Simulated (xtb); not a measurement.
C4H4N, doublet, from a rough starting geometry; GFN2-xTB (xtb 6.7.1).

xtb was given this input:
```
$ xtb mol.xyz --gfn 2 --uhf 1 --opt vtight --json

# file mol.xyz
9

H     -0.00440843     0.11494699     1.96300339
N     -0.04058881     0.12262022     0.88560959
C      0.03084393     1.33245216     0.16011335
C      0.00972675    -0.96572661     0.16238514
C      0.04755163     0.81141818    -1.17441629
C     -0.00462542    -0.56107257    -1.15380189
H      0.03836138     2.22567296     0.60572888
H     -0.02419715    -1.94588388     0.55664179
H      0.00346104    -1.19715987    -2.01573094
```

It wrote (shortened):

```
   ID    Z sym.   atoms
    1    1 H      1, 7-9
    2    7 N      2
    3    6 C      3-6

           -------------------------------------------------
          |                Calculation Setup                |
           -------------------------------------------------

           -------------------------------------------------
          |                 G F N 2 - x T B                 |
           -------------------------------------------------

          ...................................................
          :                      SETUP                      :
          :.................................................:
          :  # basis functions                  24          :
          :  # atomic orbitals                  24          :
          :  # shells                           14          :
          :  # electrons                        25          :
          :  max. iterations                   250          :
          :  Hamiltonian                  GFN2-xTB          :
          :  restarted?                      false          :
          :  GBSA solvation                  false          :
          :  PC potential                    false          :
          :  electronic temp.          300.0000000     K    :
          :  accuracy                    1.0000000          :
          :  -> integral cutoff          0.2500000E+02      :
          :  -> integral neglect         0.1000000E-07      :
          :  -> SCF convergence          0.1000000E-05 Eh   :
          :  -> wf. convergence          0.1000000E-03 e    :
          :  Broyden damping             0.4000000          :
          :  net charge                          0          :
          :  unpaired electrons                  1          :
          ...................................................

 iter      E             dE          RMSdq      gap      omega  full diag
   1    -13.5468977 -0.135469E+02  0.426E+00    4.38       0.0  T
   2    -13.6001764 -0.532787E-01  0.307E+00    3.31       1.0  T
   3    -13.6077020 -0.752557E-02  0.171E+00    3.80       1.0  T
   4    -13.6063704  0.133160E-02  0.645E-01    3.54       1.0  T
   5    -13.6089269 -0.255651E-02  0.115E-01    3.71       1.0  T
   6    -13.6089292 -0.226675E-05  0.660E-02    3.71       1.0  T
   7    -13.6089521 -0.229099E-04  0.302E-02    3.70       1.1  T
   8    -13.6089535 -0.141489E-05  0.127E-02    3.71       2.6  T
   9    -13.6089548 -0.130042E-05  0.449E-03    3.71       7.4  T
  10    -13.6089549 -0.517502E-07  0.251E-03    3.70      13.3  T
  11    -13.6089549 -0.343819E-07  0.247E-04    3.70     134.9  T
  12    -13.6089549 -0.146535E-09  0.133E-04    3.70     249.9  T

   *** convergence criteria satisfied after 12 iterations ***

         :::::::::::::::::::::::::::::::::::::::::::::::::::::
         ::                     SUMMARY                     ::
         :::::::::::::::::::::::::::::::::::::::::::::::::::::
         :: total energy             -13.377444741667 Eh    ::
         :: gradient norm              0.193301896880 Eh/a0 ::
         :: HOMO-LUMO gap              3.704826392796 eV    ::
         ::.................................................::
         :: SCC energy               -13.608953839544 Eh    ::
         :: -> isotropic ES            0.003952046954 Eh    ::
         :: -> anisotropic ES          0.003609848769 Eh    ::
         :: -> anisotropic XC          0.008672212182 Eh    ::
         :: -> dispersion             -0.005004410368 Eh    ::
         :: repulsion energy           0.231509097877 Eh    ::
         :: add. restraining           0.000000000000 Eh    ::
         :: total charge               0.000000000000 e     ::
         :::::::::::::::::::::::::::::::::::::::::::::::::::::

      -----------------------------------------------------------
     |                   =====================                   |
     |                        A N C O P T                        |
     |                   =====================                   |
     |               Approximate Normal Coordinate               |
     |                Rational Function Optimizer                |
      -----------------------------------------------------------
      -----------------------------------------------------------
     |                   =====================                   |
     |                        A N C O P T                        |
     |                   =====================                   |
     |               Approximate Normal Coordinate               |
     |                Rational Function Optimizer                |
      -----------------------------------------------------------

          ...................................................
          :                      SETUP                      :
          :.................................................:
          :   optimization level         verytight          :
          :   max. optcycles                   200          :
          :   ANC micro-cycles                  20          :
          :   degrees of freedom                21          :
          :.................................................:
          :   RF solver                   davidson          :
          :   write xtbopt.log                true          :
          :   linear?                        false          :
          :   energy convergence         0.1000000E-06 Eh   :
          :   grad. convergence          0.2000000E-03 Eh/α :
          :   maxmium RF displ.          1.0000000          :
          :   Hlow (freq-cutoff)         0.1000000E-01      :
          :   Hmax (freq-cutoff)         5.0000000          :
          :   S6 in model hess.         20.0000000          :
          ...................................................

generating ANC from exact Hessian ...
Using Lindh-Hessian (1995)
 Shifting diagonal of input Hessian by    0.0000000000000000
 Lowest  eigenvalues of input Hessian
[...]
 * total energy  :   -13.3774447 Eh     change       -0.1488658E-09 Eh
 * total energy  :   -13.3928885 Eh     change       -0.1544378E-01 Eh
 * total energy  :   -13.3954322 Eh     change       -0.2543709E-02 Eh
 * total energy  :   -13.3955802 Eh     change       -0.1479567E-03 Eh
 * total energy  :   -13.3956191 Eh     change       -0.3888644E-04 Eh
 * total energy  :   -13.3956277 Eh     change       -0.8650873E-05 Eh
 * total energy  :   -13.3956292 Eh     change       -0.1448215E-05 Eh
 * total energy  :   -13.3956294 Eh     change       -0.1954496E-06 Eh
 * total energy  :   -13.3956294 Eh     change       -0.6828976E-07 Eh
   *** GEOMETRY OPTIMIZATION CONVERGED AFTER 9 ITERATIONS ***
[...]

   *** convergence criteria satisfied after 3 iterations ***

         :::::::::::::::::::::::::::::::::::::::::::::::::::::
         ::                     SUMMARY                     ::
         :::::::::::::::::::::::::::::::::::::::::::::::::::::
         :: total energy             -13.395629432989 Eh    ::
         :: gradient norm              0.000046754198 Eh/a0 ::
         :: HOMO-LUMO gap              3.871831787551 eV    ::
         ::.................................................::
         :: SCC energy               -13.626511950516 Eh    ::
         :: -> isotropic ES            0.004085673507 Eh    ::
         :: -> anisotropic ES          0.003571887703 Eh    ::
         :: -> anisotropic XC          0.008371018258 Eh    ::
         :: -> dispersion             -0.005011751932 Eh    ::
         :: repulsion energy           0.230882517526 Eh    ::
         :: add. restraining           0.000000000000 Eh    ::
         :: total charge              -0.000000000000 e     ::
         :::::::::::::::::::::::::::::::::::::::::::::::::::::

           -------------------------------------------------
          |                Property Printout                |
           -------------------------------------------------

    * Orbital Energies and Occupations

         #    Occupation            Energy/Eh            Energy/eV
      -------------------------------------------------------------
         1        2.0000           -0.6651510             -18.0997
         2        2.0000           -0.6179564             -16.8154
         3        2.0000           -0.6135623             -16.6959
         4        2.0000           -0.5598142             -15.2333
         5        2.0000           -0.5444590             -14.8155
         6        2.0000           -0.5388625             -14.6632
         7        2.0000           -0.5080019             -13.8234
         8        2.0000           -0.4780501             -13.0084
         9        2.0000           -0.4659217             -12.6784
        10        2.0000           -0.4442496             -12.0886
        11        2.0000           -0.3891615             -10.5896
        12        2.0000           -0.3682707             -10.0212
        13        1.0000           -0.3278284              -8.9207 (HOMO)
        14                         -0.1855412              -5.0488 (LUMO)
        15                         -0.1321851              -3.5969
        16                          0.0396351               1.0785
        17                          0.1449810               3.9451
        18                          0.1671500               4.5484
        19                          0.2169499               5.9035
        20                          0.2555339               6.9534
        21                          0.2949193               8.0252
        22                          0.4609780              12.5438
        23                          0.5926216              16.1261
        24                          0.6644885              18.0817
      -------------------------------------------------------------
                  HL-Gap            0.1422872 Eh            3.8718 eV
             Fermi-level           -0.3023672 Eh           -8.2278 eV

     #   Z          covCN         q      C6AA      α(0)
     1   1 H        0.860     0.155     1.369     1.833
     2   7 N        2.829    -0.087    22.923     7.111
     3   6 C        3.013    -0.010    28.238     8.717
     4   6 C        3.069    -0.012    28.246     8.715
     5   6 C        2.190    -0.083    32.761     9.260
     6   6 C        3.030    -0.055    29.326     8.883
     7   1 H        0.927     0.030     2.584     2.514
     8   1 H        0.926     0.029     2.607     2.525
     9   1 H        0.926     0.033     2.544     2.494

 Mol. C6AA /au·bohr⁶  :       1057.346098
 Mol. C8AA /au·bohr⁸  :      25681.043775
 Mol. α(0) /au        :         52.050839

Wiberg/Mayer (AO) data.
largest (>0.10) Wiberg bond orders for each atom

 ---------------------------------------------------------------------------
     #   Z sym  total        # sym  WBO       # sym  WBO       # sym  WBO
 ---------------------------------------------------------------------------
     1   1 H    0.976 --     2 N    0.946
     2   7 N    3.572 --     4 C    1.234     3 C    1.194     1 H    0.946
                             5 C    0.101
     3   6 C    3.936 --     5 C    1.584     2 N    1.194     7 H    0.972
                             4 C    0.149
     4   6 C    3.939 --     6 C    1.515     2 N    1.234     8 H    0.967
                             3 C    0.149
     5   6 C    3.150 --     3 C    1.584     6 C    1.365     2 N    0.101
     6   6 C    3.975 --     4 C    1.515     5 C    1.365     9 H    0.972
     7   1 H    0.999 --     3 C    0.972
     8   1 H    0.999 --     4 C    0.967
     9   1 H    0.999 --     6 C    0.972
 ---------------------------------------------------------------------------

Topologies differ in total number of bonds
Writing topology from bond orders to xtbtopo.mol

molecular dipole:
                 x           y           z       tot (Debye)
 q only:       -0.009      -0.111       0.645
   full:       -0.014      -0.192       0.995       2.576
molecular quadrupole (traceless):
                xx          xy          yy          xz          yz          zz
 q only:       -1.234       0.007      -0.124      -0.003       0.846       1.359
  q+dip:       -3.642       0.044       0.573      -0.024       1.932       3.069
   full:       -2.524       0.024       0.174      -0.010       1.545       2.350

optimized geometry written to: xtbopt.xyz

           -------------------------------------------------
          | TOTAL ENERGY              -13.395629432989 Eh   |
          | GRADIENT NORM               0.000046754198 Eh/α |
          | HOMO-LUMO GAP               3.871831787551 eV   |
           -------------------------------------------------
```
